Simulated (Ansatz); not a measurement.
`C[B](C)[AlH2]` + silanol → `CB(C)O[SiH3]` + `[AlH3]` at 600 K and 1 bar (cleavage of the B–Al bond).

Isolated molecules relaxed with PBE0-D4/def2-TZVP in Ansatz; ΔE leaves out vibrations. CCSD(T)/CBS is the MP2 limit (def2-TZVPP, def2-QZVPP) plus CCSD(T) − MP2 in def2-TZVPP, frozen cores. This one scheme is used for every species. Each species was taken in one conformer, which may not be the lowest.

| species | CCSD(T)/CBS energy (Eh) | H − E (kJ/mol) | S (J/(mol·K)) |
| --- | --- | --- | --- |
| `C[B](C)[AlH2]` | -347.69710 | 300.7 | 445.2 |
| `O[SiH3]` | -366.69042 | 135.7 | 307.9 |
| `CB(C)O[SiH3]` | -470.67451 | 355.9 | 492.8 |
| `[AlH3]` | -243.78045 | 74.2 | 242.3 |

H − E and S are ideal-gas, rigid-rotor, harmonic terms from PBE0-D4/def2-TZVP, for one conformer and one mirror image of each species. 1 Eh = 2625.50 kJ/mol, R = 8.31446 J/(mol·K).

Task: By hand: ΔE, ΔH, ΔS and ΔG.

Result: ΔE = (-470.67451) + (-243.78045) − (-347.69710) − (-366.69042) = -0.06744 Eh = -177.1 kJ/mol. Δ(H − E) = 355.9 + 74.2 − 300.7 − 135.7 = -6.3, so ΔH = -183.4 kJ/mol. ΔS = 492.8 + 242.3 − 445.2 − 307.9 = -18.0 J/(mol·K). ΔG = -183.4 − 600 × (-18.0)/1000 = -172.6 kJ/mol.

Task: By hand: the equilibrium constant, and the temperature at which ΔG would vanish if ΔH and ΔS stayed fixed.

Result: log₁₀ K = −ΔG/(RT ln 10) = 15.0. ΔG = 0 at ΔH/ΔS = 10189 K, far beyond where these terms or the molecules hold.

ΔH outweighs TΔS. A doubt of 5 kJ/mol in ΔE shifts log₁₀ K by 0.4 here. Other conformers and mirror images would add mixing entropy, several J/(mol·K) or more a flexible species. Modes under 60 cm⁻¹, often nearly free rotors, make the harmonic entropy too high. These are equilibria of isolated gas molecules and say nothing of rates. Largest T1 diagnostic: 0.011 (customary marks: 0.02 for closed shells, 0.045 for open ones).
